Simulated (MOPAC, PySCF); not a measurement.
BBrF₂, SMILES `FB(F)Br`, neutral singlet in the gas phase. 

Cartesian coordinates (Å):
SMILES: FB(F)Br
```xyz
4

F     -1.0423    -0.9199    -0.3568
B     -0.1408     0.0327    -0.4199
F     -0.5192     1.2826    -0.2831
Br     1.7023    -0.3954    -0.7078
```
Charge 0, multiplicity 1.

All levels are single points at this geometry (B3LYP-D3(BJ)/def2-TZVP); Pople sets use spherical d functions. Orbital energies aren't observables, and empty levels follow the basis.

```
level                            HOMO (eV)  LUMO (eV)  gap (eV)  dipole (D)  vertical IE, Delta-SCF (eV)
-------------------------------  ---------  ---------  --------  ----------  ---------------------------
ωB97X-D3(BJ)/def2-TZVP in PySCF     -11.55       1.83     13.38        0.20                        11.91
M06-2X/6-31G* in PySCF              -10.22       0.92     11.14        0.17                            –
SVWN5/6-31G* in PySCF                -7.63      -1.38      6.26        0.19                        11.71
HF/3-21G in PySCF                   -12.03       3.73     15.77        0.00                            –
PM6 in MOPAC                        -11.33      -1.20     10.13        0.02                            –
PM7 in MOPAC                        -10.77      -1.39      9.38        0.02                            –
```
